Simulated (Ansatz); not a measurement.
In7As6H20, a cluster cut from zinc blende InAs (hydrogen-capped). Charge 0, multiplicity 2. Geometry PBE-D4/def2-SVP; atoms count from 1.

```xyz
33

In    0.390    1.205    3.860
In    0.613   -3.749   -3.158
In    2.793   -0.501    0.245
In   -1.308   -1.886    1.125
In   -3.503    2.003    0.884
In   -0.476    1.101   -2.250
In    1.139    3.791    0.943
As   -0.151   -3.715   -0.532
As    0.878   -0.784    2.149
As   -1.178    2.787    2.154
As    0.600   -1.041   -3.549
As    1.584    1.738   -0.702
As   -2.175    0.071   -0.469
H     1.815    1.992    4.449
H    -1.130    0.968    4.719
H    -0.790   -4.320   -4.008
H     2.268   -4.257   -3.200
H     4.328   -0.127    0.961
H     2.429   -1.744   -0.939
H    -2.516   -2.636    2.129
H    -4.459    1.305    2.156
H    -3.876    3.322   -0.183
H    -1.156    2.235   -3.382
H     2.436    4.098    2.049
H     0.048    4.979    0.224
H     1.035   -4.228    0.281
H    -1.008   -4.970   -0.350
H     1.376   -1.877    3.098
H    -1.531    3.941    3.100
H     2.054   -0.627   -3.770
H     0.169   -0.846   -5.005
H     2.557    2.365   -1.706
H    -3.255   -0.594   -1.327
```

In the def2 sets In takes a core potential; there is no spin–orbit coupling. Single mean-field runs in def2-SVP are fitted with def2-universal-jkfit.

Question: Estimate the Mulliken populations of the heavy atoms from the PBE0/def2-SVP orbitals of Ansatz.

Answer: 
| atom | charge (e) | spin (α − β) |
| --- | --- | --- |
| In1 | 0.27 | 0.04 |
| In2 | 0.28 | 0.00 |
| In3 | 0.27 | 0.00 |
| In4 | 0.34 | 0.00 |
| In5 | 0.28 | -0.03 |
| In6 | 0.34 | 0.00 |
| In7 | 0.27 | 0.04 |
| As8 | -0.15 | 0.00 |
| As9 | -0.31 | -0.01 |
| As10 | -0.19 | 0.75 |
| As11 | -0.15 | 0.00 |
| As12 | -0.31 | -0.01 |
| As13 | -0.32 | 0.00 |
Mulliken values and Mayer orders depend strongly on the basis.

Question: Where does the spin sit?

Answer: Summed by element: In 0.05, As 0.74, H 0.21, of 1 unpaired in all. Largest on single atoms: As10 0.75, H15 0.12, H25 0.11.

Question: And the Mayer bond orders between bonded heavy atoms (over 0.3)?

Answer: In1–As9 0.78 (2.67 Å); In1–As10 0.52 (2.81 Å); In2–As8 0.64 (2.74 Å); In2–As11 0.64 (2.74 Å); In3–As9 0.67 (2.72 Å); In3–As12 0.67 (2.71 Å); In4–As8 0.68 (2.73 Å); In4–As9 0.81 (2.65 Å); In4–As13 0.78 (2.67 Å); In5–As10 0.57 (2.76 Å); In5–As13 0.71 (2.71 Å); In6–As11 0.67 (2.73 Å); In6–As12 0.81 (2.65 Å); In6–As13 0.78 (2.67 Å); In7–As10 0.52 (2.80 Å); In7–As12 0.78 (2.67 Å).
